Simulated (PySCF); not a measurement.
Species: C2H11FSSi3.
Numbering: `[CH3:1][SiH2:2][CH2:3][S:4][Si@@H:5]([F:6])[SiH3:7]` (hydrogens: H8, H9, H10 on C1; H11, H12 on Si2; H13, H14 on C3; H15 on Si5; H16, H17, H18 on Si7)

Structure used (GFN2-xTB), in Å, numbered top down from 1:
```xyz
18
C2H11FSSi3 angstrom
C     -3.216   -0.481    0.457
Si    -2.415   -0.198   -1.235
C     -0.706    0.609   -0.978
S      0.378   -0.524   -0.034
Si     2.177    0.646   -0.016
F      1.734    2.133    0.463
Si     3.741   -0.207    1.434
H     -3.363    0.455    0.990
H     -2.589   -1.117    1.077
H     -4.185   -0.962    0.359
H     -3.197    0.743   -2.050
H     -2.225   -1.462   -1.953
H     -0.773    1.538   -0.417
H     -0.218    0.814   -1.928
H      2.492    0.935   -1.413
H      3.281   -0.285    2.822
H      4.158   -1.543    1.010
H      4.917    0.665    1.401
```

Method: TDDFT CAM-B3LYP/def2-SVPD, vertical, gas phase, core orbitals frozen in the response (PySCF 2.14.0, density-fitted response routines).

Transition dipole moments from the ground state, in atomic units and in the frame of the coordinates above (overall signs are arbitrary), for the states with f of 0.002 or more among the lowest 7:

```csv
state,E (eV),μx,μy,μz
S1,5.413,-0.226,-0.021,0.047
S2,5.928,0.251,0.153,0.127
S3,6.281,-0.255,-0.062,0.110
S4,6.552,-0.531,-0.263,-0.227
S5,6.975,0.449,0.006,-0.117
S6,6.990,0.050,0.305,-0.084
S7,7.092,0.141,-0.054,-0.259
```

**Question.** What oscillator strength does each state have?

**Answer.** f = (2/3) ΔE |μ|² with ΔE in hartree (27.2114 eV).

```json
{"state": "S1", "|μ|² (au)": "0.054", "|μ| (D)": "0.59", "f": "0.007"}
{"state": "S2", "|μ|² (au)": "0.102", "|μ| (D)": "0.81", "f": "0.015"}
{"state": "S3", "|μ|² (au)": "0.081", "|μ| (D)": "0.72", "f": "0.012"}
{"state": "S4", "|μ|² (au)": "0.402", "|μ| (D)": "1.61", "f": "0.065"}
{"state": "S5", "|μ|² (au)": "0.215", "|μ| (D)": "1.18", "f": "0.037"}
{"state": "S6", "|μ|² (au)": "0.103", "|μ| (D)": "0.81", "f": "0.018"}
{"state": "S7", "|μ|² (au)": "0.090", "|μ| (D)": "0.76", "f": "0.016"}
```

**Question.** Which bond between heavy atoms lies closest to the direction of the S4 transition dipole?

**Answer.** Si2–C3, at 13° from it; next S4–Si5 at 22°.

**Question.** What angle do the transition dipoles of S4 and S5 make?

**Answer.** |cos θ| = |μa·μb| / (|μa| |μb|) = 0.72, so θ ≈ 44° (taken between 0 and 90°, since the signs are arbitrary).

**Question.** How is the summed strength of these states shared among x, y and z?

**Answer.** (2/3) Σ ΔE μα² gives 0.109 for x, 0.032 for y and 0.028 for z, 0.169 in all.

One conformer stands for the species.

Without π bonds the low states may be Rydberg-like; a valence basis with one diffuse set may place them up to an eV too high.
